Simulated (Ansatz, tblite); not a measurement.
Cost and result up the ladder for HgI2⁺ (3 atoms). Charge 1, multiplicity 2. Geometry: PBE0-D4/def2-TZVP.

```
atom    x (Å)    y (Å)    z (Å)
 Hg1   0.0000   0.0000   0.0000
  I2   2.2181  -0.5876   1.1699
  I3  -2.2181   0.5876  -1.1699
```

Ansatz on 4 threads of Arm Neoverse V1 on a shared host; xTB runs through tblite on one thread. Times are rough, summed over both states, and most runs start from the orbitals of an earlier one. B2PLYP/def2-TZVP serves as the yardstick here, not as an exact answer. Differences are given only for rows in sets of like size (and for xTB, whose basis is part of the method), since another set adds its own error. The other state is a quartet at its own geometry.

In the def2 sets Hg, I take a core potential; there is no spin–orbit coupling. The xTB rows come from tblite. HSE06 is defined as in plane-wave codes, on full-range PBE exchange. Correlated methods freeze 8 core orbitals; core or outer-core shells of Hg, I are correlated, in sets that lack core-valence functions. The rows differ in basis, and correlated rows in double-zeta sets carry the largest basis error. In CCSD on the charge 1 doublet the largest single amplitude is 0.26, so its Hartree–Fock determinant may place the open shell otherwise than the density functionals do. HOMO above LUMO, or a gap near zero within one spin, warns that the state may not be the lowest or that an electron is smeared out. The structure comes from a short search, and lower isomers may exist.

Run but left out: LDA (SPW92)/def2-TZVP (doublet: an occupied level 0.12 eV above an empty one).

Correlated methods converge slowly with the basis, most of all in double-zeta sets (MP2 moves by 0.47 eV from def2-SVP to def2-TZVP here).

xTB has no spin-polarisation term.

| level | functions | wall time | quartet − doublet (eV) | difference from B2PLYP/def2-TZVP (eV) | remarks |
| --- | --- | --- | --- | --- | --- |
| GFN1-xTB | 22 | 0.004 s | 3.67 | 1.94 | – |
| GFN2-xTB | 22 | 0.005 s | 2.36 | 0.62 | – |
| MP2/def2-TZVP | 143 | 10 s | 1.77 | 0.04 | – |
| PBE-D4/def2-TZVP | 143 | 19 s | 2.15 | 0.42 | gap within one spin near zero (doublet) |
| HSE06-D4/def2-TZVP (with forces) | 143 | 28 s | 1.96 | 0.23 | – |
| CCSD(T)/def2-SVP | 84 | 34 s | 1.26 | – | – |
| PBE0-D4/def2-TZVP | 143 | 36 s | 1.93 | 0.20 | – |
| BHLYP-D4/def2-TZVP | 143 | 40 s | 1.50 | -0.23 | – |
| RPA@PBE/def2-TZVP | 143 | 65 s | 2.00 | 0.27 | – |
| r2SCAN-D4/def2-TZVP | 143 | 67 s | 2.07 | 0.34 | – |
| B2PLYP/def2-TZVP | 143 | 93 s | 1.73 | 0.00 | – |
